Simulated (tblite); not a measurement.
Record of a relaxation.

Compound: C₃H₁₁NSeSi.
Bonds: C1–C2, C2–C3, C2–Se4, Se4–Si5, Si5–N6. Hydrogens: H7, H8, H9 on C1; H10 on C2; H11, H12, H13 on C3; H14, H15 on Si5; H16, H17 on N6.

Computed with GFN2-xTB (tblite), gas phase: L-BFGS steps from a force-field or distance-geometry start until the largest atomic force falls under 0.01 eV/Å. 6 of its 93 geometries are shown.

Step 0: E = -540.8491 eV, largest atomic force 1.989 eV/Å
```
atom  x, y, z in Å  |  force x, y, z in eV/Å
C1     -0.918   -1.128    0.218   -0.876  -0.555  -0.119
C2     -1.175    0.375    0.242   -0.405  -1.064   1.631
C3     -2.511    0.551   -0.429   -0.857   0.124   0.527
Se4     0.178    1.401   -0.666    0.402   0.791  -0.695
Si5     2.294    0.927    0.000    0.706  -0.969   0.036
N6      2.652   -0.830   -0.016    0.939   0.762   0.315
H7     -1.642   -1.558    0.956    0.921   0.000  -0.377
H8     -1.257   -1.521   -0.765    0.620   0.099   0.481
H9      0.115   -1.418    0.417   -0.284   0.016   0.064
H10    -1.279    0.648    1.334    0.454   0.283  -0.916
H11    -3.224   -0.121    0.117    0.357   0.548  -0.679
H12    -2.892    1.583   -0.321    0.198  -0.447  -0.403
H13    -2.403    0.229   -1.470   -0.409   0.362   0.201
H14     3.189    1.667   -0.936   -0.452  -0.202   0.227
H15     2.530    1.432    1.356   -0.093  -0.095  -0.016
H16     3.188   -1.117    0.851   -0.679   0.237  -1.665
H17     3.148   -1.108   -0.896   -0.541   0.109   1.387
```

Step 18: E = -541.3842 eV, largest atomic force 0.215 eV/Å
```
atom  x, y, z in Å  |  force x, y, z in eV/Å
C1     -0.851   -1.190    0.225    0.044   0.016   0.015
C2     -1.183    0.288    0.214   -0.025  -0.004  -0.031
C3     -2.542    0.601   -0.392    0.041   0.004  -0.016
Se4     0.185    1.296   -0.876   -0.082   0.054  -0.013
Si5     2.255    0.932    0.024    0.180   0.096   0.042
N6      2.674   -0.738    0.030   -0.104  -0.015  -0.008
H7     -1.485   -1.710    0.942   -0.057  -0.014  -0.042
H8     -0.992   -1.630   -0.760   -0.034   0.036   0.002
H9      0.186   -1.332    0.518    0.054  -0.077   0.032
H10    -1.132    0.691    1.230    0.124   0.048  -0.029
H11    -3.332    0.027    0.093    0.083   0.008   0.048
H12    -2.759    1.663   -0.285   -0.039  -0.015  -0.015
H13    -2.544    0.362   -1.455   -0.015  -0.038   0.006
H14     3.054    1.747   -0.908   -0.058  -0.088   0.187
H15     2.374    1.350    1.425   -0.123  -0.026  -0.156
H16     3.169   -1.153    0.799    0.068   0.060   0.002
H17     2.915   -1.192   -0.835   -0.055  -0.045  -0.025
```

Step 37: E = -541.5000 eV, largest atomic force 0.086 eV/Å
```
atom  x, y, z in Å  |  force x, y, z in eV/Å
C1     -0.776   -1.185    0.188   -0.030   0.012  -0.012
C2     -1.057    0.303    0.129    0.051   0.054  -0.044
C3     -2.471    0.604   -0.331   -0.006  -0.012  -0.003
Se4     0.218    1.197   -1.142    0.016  -0.006   0.003
Si5     2.153    0.935    0.033    0.054  -0.029   0.036
N6      2.549   -0.740    0.085    0.014  -0.047   0.018
H7     -1.520   -1.668    0.820    0.037  -0.036   0.025
H8     -0.838   -1.617   -0.809   -0.026  -0.034  -0.012
H9      0.216   -1.376    0.592   -0.041  -0.023  -0.002
H10    -0.858    0.767    1.099   -0.032   0.007  -0.003
H11    -3.186    0.079    0.300   -0.019   0.031   0.034
H12    -2.675    1.672   -0.285    0.008  -0.005  -0.004
H13    -2.612    0.272   -1.359   -0.005  -0.019  -0.011
H14     3.112    1.806   -0.644   -0.031   0.035   0.022
H15     1.916    1.293    1.429    0.012   0.038  -0.008
H16     3.335   -1.038    0.640    0.000   0.011  -0.036
H17     2.487   -1.292   -0.757   -0.002   0.022  -0.004
```

Step 55: E = -541.5121 eV, largest atomic force 0.057 eV/Å
```
atom  x, y, z in Å  |  force x, y, z in eV/Å
C1     -0.805   -1.208    0.178   -0.019  -0.012   0.020
C2     -1.054    0.286    0.109    0.052  -0.007  -0.021
C3     -2.467    0.609   -0.343    0.033   0.001   0.021
Se4     0.251    1.157   -1.149   -0.024  -0.005   0.005
Si5     2.165    0.945    0.077    0.023  -0.025  -0.011
N6      2.584   -0.725    0.088    0.006  -0.003   0.035
H7     -1.522   -1.662    0.860   -0.023  -0.029   0.014
H8     -0.933   -1.660   -0.805    0.013   0.013   0.020
H9      0.198   -1.420    0.542   -0.009   0.006  -0.036
H10    -0.847    0.749    1.079   -0.034   0.008  -0.003
H11    -3.183    0.172    0.352   -0.009   0.005  -0.001
H12    -2.624    1.685   -0.373   -0.006   0.007  -0.025
H13    -2.654    0.201   -1.336    0.020   0.016   0.022
H14     3.106    1.861   -0.562    0.010   0.029  -0.033
H15     1.918    1.314    1.466   -0.038  -0.020   0.027
H16     3.423   -1.024    0.558   -0.015   0.015  -0.020
H17     2.438   -1.267   -0.750    0.019   0.000  -0.013
```

Step 74: E = -541.5155 eV, largest atomic force 0.023 eV/Å
```
atom  x, y, z in Å  |  force x, y, z in eV/Å
C1     -0.822   -1.218    0.188   -0.004  -0.004  -0.010
C2     -1.053    0.279    0.115   -0.003  -0.013   0.001
C3     -2.458    0.620   -0.344    0.007   0.004   0.004
Se4     0.251    1.128   -1.155   -0.005  -0.010   0.006
Si5     2.157    0.938    0.085    0.009   0.005  -0.011
N6      2.614   -0.722    0.079    0.012  -0.004   0.019
H7     -1.528   -1.667    0.886    0.006   0.014   0.001
H8     -0.975   -1.665   -0.792   -0.004  -0.018  -0.008
H9      0.189   -1.441    0.521   -0.011   0.007   0.012
H10    -0.844    0.744    1.084   -0.003   0.016  -0.009
H11    -3.189    0.228    0.362    0.009  -0.012  -0.005
H12    -2.587    1.698   -0.417   -0.009   0.005  -0.004
H13    -2.647    0.184   -1.324   -0.017   0.009   0.013
H14     3.074    1.887   -0.543    0.011   0.007   0.013
H15     1.868    1.278    1.476    0.002  -0.017  -0.008
H16     3.467   -1.002    0.535   -0.009   0.009  -0.001
H17     2.479   -1.257   -0.765    0.008   0.002  -0.014
```

Step 92: E = -541.5184 eV, largest atomic force 0.010 eV/Å
```
atom  x, y, z in Å  |  force x, y, z in eV/Å
C1     -0.854   -1.222    0.205   -0.002  -0.001   0.002
C2     -1.058    0.277    0.100    0.000  -0.006   0.005
C3     -2.463    0.636   -0.347    0.005   0.000  -0.002
Se4     0.260    1.066   -1.193    0.000   0.001  -0.002
Si5     2.147    0.916    0.085   -0.001   0.008   0.001
N6      2.681   -0.719    0.046    0.000  -0.005   0.006
H7     -1.554   -1.641    0.927    0.002   0.004   0.002
H8     -1.031   -1.693   -0.760    0.001  -0.003   0.002
H9      0.160   -1.454    0.527   -0.003   0.001   0.002
H10    -0.832    0.761    1.055    0.003   0.001  -0.001
H11    -3.188    0.272    0.380    0.005  -0.001  -0.002
H12    -2.573    1.715   -0.440   -0.003   0.003   0.000
H13    -2.682    0.184   -1.313    0.005   0.000  -0.004
H14     3.045    1.928   -0.473   -0.004  -0.001   0.003
H15     1.797    1.191    1.476    0.002  -0.001   0.001
H16     3.524   -0.973    0.535   -0.007   0.002  -0.007
H17     2.613   -1.232   -0.820   -0.001   0.000  -0.007
```

Problem. Summarise the path.

Solution. The energy falls by 15.43 kcal/mol from step 0 to step 92; nine tenths of that is first reached at step 25. It falls at every step. The largest force goes from 1.989 to 0.010 eV/Å. Among the bonds C2–Se4 changes most, from 1.925 to 2.008 Å; the atoms move by 0.408 Å rms after alignment.

What follows is the cost of the whole relaxation. The run took 1.1 s wall on one thread, Arm Neoverse N1 (aarch64), on a shared host.
